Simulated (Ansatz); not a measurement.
A structure relaxed at B3LYP-D4/def2-SVP in Ansatz, charge 0, singlet:

```xyz
17

Ge   -0.3788    0.9172   -0.3160
H    -1.3604    1.9876   -0.8030
O     0.6551    1.4268    1.0216
C     0.5244    0.9657    2.3537
H    -0.1767    1.5974    2.9304
H     1.5131    1.0265    2.8380
H     0.1694   -0.0771    2.4050
O     0.6594    0.5411   -1.6992
C     1.8111   -0.2677   -1.5448
H     2.3782   -0.2420   -2.4894
H     1.5508   -1.3208   -1.3274
H     2.4662    0.0979   -0.7339
O    -1.1767   -0.5582    0.2826
C    -1.9859   -1.3498   -0.5615
H    -2.8852   -0.8069   -0.9125
H    -2.3262   -2.2290    0.0090
H    -1.4377   -1.7086   -1.4524
```

(1) Give its formula, name or SMILES.

(2) Summarise the bond lengths by kind (pairs closer than 1.2 times the sum of covalent radii, bridged metal pairs left out).

## Answers

(1) GeH(OMe)3 (C3H10GeO3).

(2) 3 × Ge–O 1.77 to 1.78 Å; 3 × C–O 1.41 to 1.42 Å; 9 × C–H 1.10 to 1.11 Å; 1 × Ge–H 1.53 Å.
